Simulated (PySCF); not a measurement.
# What a mistake does to a calculation on BCH9Si2

These are calculations, not measurements. They come from PySCF 2.14.0, an open-source quantum chemistry program, on an isolated molecule that a program drew, which may never have been made. The molecule is BCH9Si2 (charge 0, singlet), drawn as the SMILES string `C[SiH2]B[SiH3]`.

Each row is a Hartree-Fock (HF) and frozen-core CCSD(T) single point in the cc-pV(D+d)Z basis, meant for a local HF minimum. Run 1 is clean. Each other run has one planted mistake out of seven kinds, and not every kind appears here: one electron removed, one electron added, multiplicity raised by two, geometry at a saddle point, minimal basis STO-3G, one bond length entered in bohr, all coordinates scaled. The reference is restricted for singlets and unrestricted otherwise, and also for a bond in bohr. Adding or removing an electron swaps singlet and doublet. Electrons count all cores. HOMO and LUMO are orbital energies over both spins, the gradient is its largest component, and the lowest frequency (negative if imaginary) is given only where the gradient is small. Bond lengths are over the 12 bonds as drawn. T1 is the CCSD diagnostic: over 0.02 (restricted) or 0.045 (unrestricted) a single reference is doubtful.

Geometry of the clean run:
```xyz
13
BCH9Si2, angstrom
C    -1.7779   -0.6202   -1.3422
Si   -0.0548   -0.2172   -1.9960
B     1.1623    0.7884   -0.7009
Si    0.6702    1.5899    1.1114
H    -1.7227   -1.2606   -0.4571
H    -2.3671   -1.1447   -2.0990
H    -2.3164    0.2900   -1.0651
H    -0.1765    0.6415   -3.2084
H     0.6185   -1.4784   -2.4099
H     2.3113    0.9042   -1.0400
H    -0.7838    1.8445    1.2705
H     1.3901    2.8611    1.3757
H     1.0753    0.6008    2.1479
```

```
run  electrons  basis functions  <S^2>  HOMO (eV)  LUMO (eV)  gradient (hartree/bohr)  lowest frequency (cm^-1)  mean bond (Å)  longest bond (Å)      T1  HF (hartree)  CCSD(T) (hartree)                          mistake
  1         48              119  0.000     -10.44       0.98                  9.4e-07                        23         1.4910             2.042  0.0120    -645.63244         -646.15724                         no fault
  2         49              119  0.761      -1.31       7.86                  3.7e-02                         -         1.4910             2.042  0.0113    -645.63597         -646.18088               one electron added
  3         48              119  2.020      -7.70      -1.44                  3.3e-02                         -         1.4910             2.042  0.0181    -645.53402         -646.05426       multiplicity raised by two
  4         48              119  0.666      -9.23       0.59                  2.2e-02                         -         1.5802             2.274  0.0542    -645.51785         -646.04260  one bond length entered in bohr
  5         47              119  0.770     -16.81      -7.77                  6.6e-02                         -         1.4910             2.042  0.0172    -645.29835         -645.80185                                ?
  6         48               37  0.000      -8.43       6.15                  3.1e-02                         -         1.4910             2.042  0.0056    -638.20989         -638.44505                                ?
```

**Which mistake was planted in run 5, and what did it cost?**

It counts 47 electrons, one fewer than the clean run, at the same geometry and basis. So the mistake is: one electron removed. Subtracting run 1 and multiplying by 627.51 kcal/mol a hartree, the energy moved by 209.6 kcal/mol in HF and 223.0 kcal/mol in CCSD(T).

**Which mistake was planted in run 6, and what did it cost?**

It has 37 basis functions where the clean run has 119, with the same electrons and geometry. So the mistake is: minimal basis STO-3G. Subtracting run 1 and multiplying by 627.51 kcal/mol a hartree, the energy moved by 4657.7 kcal/mol in HF and 4839.5 kcal/mol in CCSD(T).

Cautions from the logs. Run 4: T1 is over the limit, so its CCSD(T) energy is less reliable.
